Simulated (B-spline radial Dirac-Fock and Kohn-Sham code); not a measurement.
## Photoelectron lines of P⁶⁺ at 4710 eV

System: P⁶⁺ in the configuration [He] 2s2 2p5.

Model: the independent-particle Dirac-Slater model, thresholds from Dirac-Fock. Program: a radial B-spline solver. The asymmetry parameter β is from the dipole term alone. Kinetic energies are from the vacuum level. Open shells are spread statistically over j, without multiplet splitting.

```csv
subshell,electrons,binding (eV),kinetic (eV),σ (kb),β
1s,2,2298.6,2411.4,16.2,2.00
2s,2,318.3,4391.7,1.05,2.00
2p1/2,1.67,265.9,4444.1,0.102,0.57
2p3/2,3.33,264.9,4445.1,0.197,0.56
```

Branching ratios of the spin-orbit partners (statistical value in brackets): 2p 1.94 (2.00).

Run: 1.3 s of CPU time on 1 thread of Neoverse-V1 (shared host), peak memory 0.28 GiB.

Values without a named source are computed, but for edge energies of neutral atoms, which are taken from tables.
